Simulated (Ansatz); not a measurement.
Calculated with Ansatz (gas phase, PBE0-D4/def2-TZVP geometries, no zero-point term in ΔE). CBS: MP2 limit from def2 TZ/QZ plus the TZ coupled-cluster correction, frozen cores. This one scheme is used for every species, atoms too. Functionals use def2-TZVPP. B3LYP here is the variant with VWN-RPA as its local correlation; programs differ in this. HSE06 is defined as in plane-wave codes. No spin–orbit coupling; open shells (•) take unrestricted orbitals. Spin–orbit coupling would lower the free atoms: a little for C, Cl, F; clearly for Ge, Se. Bonds to Ge, Se are less sure, by a few kJ/mol each and by 10 to 20 or more in all where they break to atoms, as the def2 sets lack core-valence functions. Scalar relativity is left out up to krypton. One conformer a species, not always the lowest.

Consider the atomization: `C[Se][Ge]([CH3])([F])[Cl]` → 2 C• + Cl• + F• + Ge• + 6 H• + Se•.

Task: What is ΔE at CCSD(T)/CBS? (An estimate is asked.)

Result: The calculation gave: +4252.3 kJ/mol.

Task: What do these levels give: PBE-D4, B3LYP-D4, r2SCAN0-D4, HSE06-D4, BHLYP-D4, ωB97X-V, BHLYP, CAM-B3LYP, LC-ωPBE, CCSD(T)/def2-SVP, HF/def2-TZVPP, SCS-MP2/def2-TZVPP? (Estimate.)

Result: Ansatz gave: PBE-D4 4310.2, B3LYP-D4 4212.3, r2SCAN0-D4 4195.8, HSE06-D4 4245.0, BHLYP-D4 4105.6, ωB97X-V 4252.6, BHLYP 4058.5, CAM-B3LYP 4195.4, LC-ωPBE 4195.9, CCSD(T)/def2-SVP 3978.5, HF/def2-TZVPP 3096.8, SCS-MP2/def2-TZVPP 4184.4 kJ/mol.

Largest T1 diagnostic among the species: 0.010.

In def2-TZVPP, CCSD(T) changes the Hartree–Fock value by +1055.0 kJ/mol (the triples alone add +69.4 kJ/mol) and MP2 by +1132.2 kJ/mol; breaking electron pairs costs correlation energy, which Hartree–Fock lacks. From r2SCAN to r2SCAN0 (25 % exact exchange), in def2-TZVPP and without D4, ΔE moves by −67.0 kJ/mol: exact exchange takes away binding that semilocal exchange gives to molecules.

For atomizations the MP2-based limit and the directly extrapolated one differ by several kJ/mol either way, and by 10 to 25 for some Ge, Se and Sn compounds, so smaller differences from it don't rank the levels.
